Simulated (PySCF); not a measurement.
Computed spin Hamiltonian

Compound: C4H10ClSi (doublet state).
Numbering: `[CH2:1][C@:2]([CH3:3])([Cl:4])[SiH2:5][CH3:6]` (hydrogens: H7, H8 on C1; H9, H10, H11 on C3; H12, H13 on Si5; H14, H15, H16 on C6)

Cartesian coordinates in Å at the GFN2-xTB level; atoms count from 1:
```
atom  x, y, z in Å
C1    -0.8115    1.4628    0.4440
C2    -0.8140    0.0725    0.1719
C3    -1.7950   -0.3736   -0.8874
Cl4   -1.2520   -0.8985    1.7579
Si5    0.9761   -0.6378   -0.1189
C6     2.1232   -0.0801    1.2776
H7    -1.4521    2.1350   -0.0966
H8    -0.2363    1.8620    1.2571
H9    -2.8081   -0.0658   -0.6326
H10   -1.5215    0.0774   -1.8393
H11   -1.7805   -1.4543   -1.0010
H12    0.8460   -2.0940   -0.1873
H13    1.4212   -0.0922   -1.4096
H14    3.0955   -0.5509    1.1736
H15    1.7255   -0.3490    2.2513
H16    2.2758    0.9952    1.2641
```

The hyperfine couplings belong to this conformer and change with its torsions.

Theory: PySCF, UKS B3LYP, pcH-1 on C Cl H Si, non-relativistic, mean-field spin-orbit, GIAO. Isolated species at its GFN2-xTB geometry (one conformer only). A GFN2-xTB geometry isn't a minimum of the functional, and hyperfine couplings can be far from their values at a DFT geometry. Stability of the SCF solution: not tested.

```json
{
 "g1, g2, g3": "2.00151, 2.00271, 2.00619",
 "g_iso": "2.00347",
 "Form of g": "rhombic: the two nearest values differ by 26 % of g3 − g1",
 "⟨S²⟩": "0.7557 (exact 0.7500)",
 "α and β electrons": "33, 32",
 "HOMO–LUMO gap, α and β orbitals": "5.98, 4.89 eV",
 "Total energy": "-908.12551 Eh",
 "Basis functions": "270"
}
```

Hyperfine couplings atom by atom, in mT; T1 to T3 are the principal values of the dipolar part (MHz turned into mT with g_iso):

| atom | isotope | a_iso | of which spin–orbit | T1 | T2 | T3 | Mulliken spin population |
| --- | --- | --- | --- | --- | --- | --- | --- |
| C1 | 13C | 2.68 | 0.00 | -2.60 | -2.56 | 5.16 | 0.94 |
| C2 | 13C | 0.46 | 0.00 | -0.41 | 0.07 | 0.34 | -0.06 |
| C3 | 13C | 0.20 | 0.00 | -0.05 | -0.02 | 0.07 | 0.01 |
| Cl4 | 35Cl | 1.63 | 0.04 | -1.02 | -0.97 | 1.99 | 0.14 |
| Si5 | 29Si | -2.77 | 0.00 | -0.52 | 0.24 | 0.28 | 0.04 |
| C6 | 13C | -0.03 | 0.00 | -0.02 | 0.00 | 0.03 | 0.00 |
| H7 | 1H | -1.87 | 0.00 | -1.25 | -0.02 | 1.27 | -0.04 |
| H8 | 1H | -2.02 | 0.00 | -1.21 | -0.04 | 1.26 | -0.04 |
| H9 | 1H | -0.10 | 0.00 | -0.10 | -0.09 | 0.19 | 0.00 |
| H10 | 1H | -0.08 | 0.00 | -0.10 | -0.08 | 0.19 | 0.00 |
| H11 | 1H | -0.03 | 0.00 | -0.06 | -0.06 | 0.12 | 0.00 |
| H12 | 1H | 0.86 | 0.00 | -0.07 | -0.03 | 0.10 | 0.02 |
| H13 | 1H | -0.16 | 0.00 | -0.10 | -0.05 | 0.15 | 0.00 |
| H14 | 1H | 0.00 | 0.00 | -0.03 | -0.02 | 0.06 | 0.00 |
| H15 | 1H | 0.01 | 0.00 | -0.05 | -0.04 | 0.10 | 0.00 |
| H16 | 1H | -0.01 | 0.00 | -0.08 | -0.06 | 0.14 | 0.00 |

The Mulliken spin populations are largest on C1 (+0.94), Cl4 (+0.14) and C2 (-0.06). No atom but C1 exceeds +0.15. The angles at C1 add up to 359.8°, so it is planar; its axial dipolar tensor and the negative couplings of its protons fit spin in a p orbital normal to that plane.

Under fast tumbling the dipolar parts average out, and these isotropic splittings remain: 1 × 1H (H8, I = 1/2, 2 lines) with 2.02 mT, 1 × 1H (H7, I = 1/2, 2 lines) with 1.87 mT, 1 × 35Cl (Cl4, I = 3/2, 4 lines) with 1.63 mT, 1 × 1H (H12, I = 1/2, 2 lines) with 0.86 mT, 1 × 1H (H13, I = 1/2, 2 lines) with 0.16 mT and 3 × 1H (H9/H10/H11, I = 1/2, 4 lines) with 0.07 mT.

Nuclei that the bonding pattern makes equivalent are averaged, as if the motion that swaps them (rotation, inversion, ring flip) were fast. H7 and H8 aren't averaged: C1 is flat or nearly so (angle sum 360°), and its turn about the short C1–C2 bond (1.42 Å) is taken as slow.

Main isotope only: 35Cl (natural samples also hold 24 % 37Cl, magnetic too, which adds its own pattern).

The 13C coupling of C1 (75.2 MHz) shows only in satellite lines or after enrichment, since that isotope makes up about 1.07 % of natural carbon.

The 29Si coupling of Si5 (-77.7 MHz) shows only in satellite lines or after enrichment, since that isotope makes up about 4.7 % of natural silicon.
